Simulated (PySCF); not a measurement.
## A search over the determinants of SnSe

Unrestricted PBE0; Sn def2-TZVPP with ECP28, Se def2-TZVPP; scalar-relativistic core potentials (PySCF 2.14). Outer shells of the fragments: Sn 4d10 5s2 5p2; Se 3d10 4s2 4p4.

Followed along the bond (rough minima from three points):

```
2Ms+1    unpaired  ⟨S²⟩ at the start  R at minimum (Å)  Te (eV)
    1        none               0.00              2.33     0.00
    3        π ↑↑               2.01  none in the scan   ≤ 2.02
    5  σ ↑, π ↑↑↑               6.01  none in the scan   ≤ 4.45
```

Solutions found at the starting distance of 2.465 Å, counted from the lowest of them; the search is not exhaustive and high or unbound solutions are not listed, so other states can lie among these:

| 2Ms+1 | unpaired | term | E (eV) | ⟨S²⟩ | ⟨Lz²⟩ | μ (D) |
| --- | --- | --- | --- | --- | --- | --- |
| 1 | none | ¹Σ⁺ | 0.00 | 0.00 | 0.00 | -3.75 |
| 3 | π ↑↑ | mixed | 1.90 | 2.01 | 2.01 | -0.95 |
| 3 | π ↑↑ | mixed | 2.17 | 2.01 | 2.01 | -1.15 |
| 1 | π ↑↓ | mixed | 2.21 | 1.01 | 2.02 | -1.21 |
| 3 | σ ↑, π ↑ | ³Π | 2.48 | 2.01 | 1.01 | -2.72 |
| 1 | σ ↓, π ↑ | mixed | 2.69 | 1.02 | 1.01 | -2.59 |
| 5 | σ ↑, π ↑↑↑ | ⁵Π | 4.49 | 6.01 | 1.01 | 0.67 |
| 3 | σ ↑, π ↑ | ³Π | 4.79 | 2.01 | 1.02 | -0.36 |
| 1 | σ ↓, π ↑ | mixed | 4.92 | 1.01 | 1.01 | -0.29 |
| 5 | π ↑↑↑↑ | ⁵Σ⁺ | 4.97 | 6.01 | 0.00 | 3.79 |
| 3 | σ ↑↑ | ³Σ⁺ | 4.98 | 2.01 | 0.00 | -1.53 |
| 1 | π ↑↑↓↓ | mixed | 5.65 | 2.02 | 4.05 | 3.81 |
| 5 | σ ↑↑, π ↑↑ | mixed | 6.77 | 6.01 | 2.01 | 1.13 |
| 5 | σ ↑↑, π ↑↑ | mixed | 7.01 | 6.01 | 2.01 | 1.00 |

A term symbol is given only where ⟨S²⟩ and ⟨Lz²⟩ are close to those of a pure state; real π, δ and φ orbitals otherwise mix terms. A positive dipole means Sn(−)Se(+).

Spin–orbit coupling is left out. Counting both spins, an empty level lies below a filled one in some of these solutions, because spin and occupation are held.
